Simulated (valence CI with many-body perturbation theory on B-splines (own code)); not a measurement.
## Assign the levels of Ni XV

Computed by configuration interaction combined with many-body perturbation theory (CI+MBPT): four valence electrons over a frozen Dirac-Fock core [Ne], a basis of 11 s, 11 p, 9 d, 7 f, 5 g, 2 h, 1 i functions for each j, with the one-electron correlation potential Σ1 (screened to all orders), the two-electron term Σ2, the three-electron term Σ3, Breit, model QED; selected single and double excitations, second order for the rest (own B-spline code, finite nucleus).

No measured spectrum was set against this ion. As an estimate, levels of excited configurations hold to 0.05 to 0.15 % of their energy, terms of the ground configuration to about 0.5 %.

```
No.  J  Parity  E (cm⁻¹)      g
  2  1    even     14915  1.500
  3  2    even     27402  1.426
  4  2    even     62957  1.073
  6  2     odd    254560  1.991
  7  1     odd    335400  0.556
  8  2     odd    335710  1.196
  9  3     odd    340800  1.333
 11  1     odd    385600  1.451
 12  2     odd    386720  1.432
 14  1     odd    478430  1.736
 15  2     odd    493060  0.673
 16  3     odd    503080  1.084
 18  4     odd    518470  1.249
```

Energies count from the lowest level. Strongly mixed levels and levels close to another of their J and parity, and those with J = 0 are left out, so the numbers can have gaps.

**Question.** Give configuration and LS term of each level.

**Answer.** 2: 3s2.3p2 3P; 3: 3s2.3p2 3P; 4: 3s2.3p2 1D; 6: 3s.3p3 5S°; 7: 3s.3p3 3D°; 8: 3s.3p3 3D°; 9: 3s.3p3 3D°; 11: 3s.3p3 3P°; 12: 3s.3p3 3P°; 14: 3s.3p3 3S°; 15: 3s2.3p.3d 3F°; 16: 3s2.3p.3d 3F°; 18: 3s2.3p.3d 3F°.
